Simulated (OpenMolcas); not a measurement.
# Yb3+: moving or changing the point charges

Yb3+ among 8 point charges of -1 e arranged as a hexagonal bipyramid (D6h), 2.26 Å from the ion, with the axial distance 2.463 Å.

* Program: OpenMolcas
* Method: CASSCF
* Basis: ANO-RCC-VTZP [8s7p5d3f2g1h]
* Scalar Hamiltonian: DKH2, point nucleus
* Active space: 13 electrons in 7 orbitals (4f)
* State averaging: 2S+1 = 2 odd, 7 roots
* Spin-orbit coupling: RASSI with atomic mean-field integrals over the reference wave functions

Runs around this geometry, states. Energies in cm-1 above the lowest state or level, χT in cm3 K/mol.

```
R (Å)  q (e)  Ground state  First state of that spin  First gap with spin-orbit (degeneracies)  Width of lowest J  χT at 300 K
 2.26   -0.5      2S+1 = 2                      44.0                              424.3 (2, 2)                656        2.441
 2.26     -1      2S+1 = 2                      86.3                              840.5 (2, 2)               1308        2.279
 2.44     -1      2S+1 = 2                      52.7                              651.1 (2, 2)               1044        2.340
 2.66     -1      2S+1 = 2                      30.0                              489.3 (2, 2)                808        2.407
```

Taking the width of the lowest J multiplet as R^-n, n = -ln(808 / 1308) / ln(2.66 / 2.26) = 3.0 between the shortest and longest distance.

Scaling the charges by -0.5 / -1 = 0.50 scales the width of the lowest J multiplet by 656 / 1308 = 0.50; with fixed orbitals a first-order splitting would follow the charge.

Point charges carry no covalency, so the field is a model and not that of real ligands. An unlabelled pair can be two single states that coincide in this model. No measured value stands beside these numbers.

A state without a sure symmetry label is named by its multiplicity alone.
